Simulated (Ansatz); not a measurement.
Program: Ansatz. Geometries: PBE0-D4/def2-TZVP. ΔE: electronic, gas phase. CBS: MP2 limit from def2 TZ/QZ plus the TZ coupled-cluster correction, frozen cores. Functionals use def2-TZVPP. B3LYP here is the variant with VWN-RPA as its local correlation; programs differ in this. Each species was taken in one conformer, which may not be the lowest.

Consider the isomerisation: `C/N=C/N[SiH3]` → `NC(N)=C[SiH3]`.

Q: Is it downhill or uphill in electronic energy at CCSD(T)/CBS, and by how much? (An estimate is asked.)

A: Ansatz gave: Uphill: ΔE = +0.38 eV.

Q: What do these levels give: PBE0-D4, B2PLYP, PBE, PBE0, B3LYP, HF/def2-TZVPP, MP2/def2-TZVPP, SCS-MP2/def2-TZVPP, HF/def2-QZVPP, MP2/def2-QZVPP, HF/CBS(def2), CCSD/CBS(def2)? (Estimate.)

A: Ansatz gave: PBE0-D4 0.27, B2PLYP 0.42, PBE 0.30, PBE0 0.28, B3LYP 0.41, HF/def2-TZVPP 0.49, MP2/def2-TZVPP 0.41, SCS-MP2/def2-TZVPP 0.48, HF/def2-QZVPP 0.50, MP2/def2-QZVPP 0.38, HF/CBS(def2) 0.50, CCSD/CBS(def2) 0.38 eV.

Largest T1 diagnostic among the species: 0.013.

In def2-TZVPP, CCSD(T) changes the Hartree–Fock value by −0.07 eV (the triples alone add −0.00 eV) and MP2 by −0.08 eV.
